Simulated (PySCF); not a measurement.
C2H6N (SMILES [CH2-]CN), charge -1, singlet, geometry from GFN2-xTB (in this run its highest filled SCF level lies above zero, so its values depend strongly on the basis, on diffuse functions most of all). Base run: BLYP/6-31G run with PySCF.

The PySCF input:
```python
from pyscf import gto, scf, dft

mol = gto.Mole()
mol.atom = '''
    C     1.34206891   -0.30342750   -0.00661096
    C     0.14876589    0.55092354   -0.00453656
    N    -1.30721820   -0.07433856    0.00884616
    H     1.32777328   -0.97632740    0.89192972
    H     1.31633528   -0.98796197   -0.89606266
    H     0.10851373    1.19267402   -0.89918986
    H     0.11990906    1.20426517    0.88213160
    H    -1.32833243   -0.69336521    0.82186557
    H    -1.33868028   -0.70389088   -0.79571234
'''
mol.basis = '6-31g'
mol.charge = -1
mol.verbose = 5
mol.build()

mf = dft.RKS(mol)
mf.xc = 'blyp'
mf.kernel()
mf.analyze()
```

Each row names what was changed in the base input (with any setting that the change needs).

| change | ΔE vs base (mEh) | grid points | electrons on the grid |
|---|---|---|---|
| base | 0.000 | 100992 | 26.00006 |
| grids.level = 1 | 0.081 | 30312 | 25.99961 |
| small_rho_cutoff = 0 | 0.000 | 100992 | 26.00006 |
| grids.atom_grid = (30, 110) | -0.097 | 22176 | 26.00010 |
| grids.prune = dft.gen_grid.treutler_prune | -0.001 | 86624 | 26.00006 |
| grids.level = 7 | 0.011 | 558920 | 26.00000 |
| grids.atom_grid = (75, 302) | 0.000 | 131168 | 26.00006 |
| grids.radi_method = gauss_chebyshev | 0.000 | 98904 | 26.00006 |
| grids.level = 0 | -31.095 | 6960 | 26.01837 |
| grids.atom_grid = (50, 194) | 0.070 | 59464 | 25.99970 |
| grids.atom_grid = (150, 974) | 0.011 | 731584 | 26.00000 |
